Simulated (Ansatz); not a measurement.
Basis-set series for C4H2Cl2Si, SMILES `C#C[Si](Cl)(Cl)C#C`. Charge 0, multiplicity 1. The geometry is a stationary point of PBE0-D4/def2-TZVP.

```tsv
functional	basis	functions	energy (Eh)	HOMO (eV)	LUMO (eV)
PBE0-D4	def2-TZVPP	278	-1363.00003	-8.62	-1.19
PBE0-D4	def2-QZVPP	498	-1363.04468	-8.64	-1.24
ωB97M-V	def2-TZVPP	278	-1363.50131	-10.85	0.86
ωB97M-V	def2-QZVPP	498	-1363.54279	-10.87	0.76
```

Task: Give the rows for def2-SVP. (Estimate.)

Result: Computed: 
```json
{"functional": "PBE0-D4", "basis": "def2-SVP", "functions": "120", "energy (Eh)": "-1362.40391", "HOMO (eV)": "-8.57", "LUMO (eV)": "-1.01"}
{"functional": "ωB97M-V", "basis": "def2-SVP", "functions": "120", "energy (Eh)": "-1362.90266", "HOMO (eV)": "-10.78", "LUMO (eV)": "1.12"}
```

Positive LUMOs are unbound and depend on the basis.
